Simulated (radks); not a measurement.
Results of a calculation; reference values are marked as such.
Level of theory: non-relativistic Kohn-Sham, exchange-only LDA, spin-polarised, spherical densities, point nucleus; open shells are filled with parallel spins first (spin-orbit coupling, left out, can overturn this in heavy ions) (a radial shooting solver on a logarithmic mesh with Libxc functionals). Response by self-consistent Sternheimer equations with the Hartree and adiabatic exchange-only LDA kernel. For heavy and open-shell atoms this level of theory can miss by tens of per cent. Rank Tc6+, Tc2+, Tc+, Tc3+, Tc, Tc4+, Tc5+ (NIST ground configurations) by static dipole polarisability, largest first.

Answer. Tc 108.9, Tc+ 37.09, Tc2+ 9.362, Tc3+ 5.567, Tc4+ 3.667, Tc5+ 2.589, Tc6+ 1.922 bohr^3.
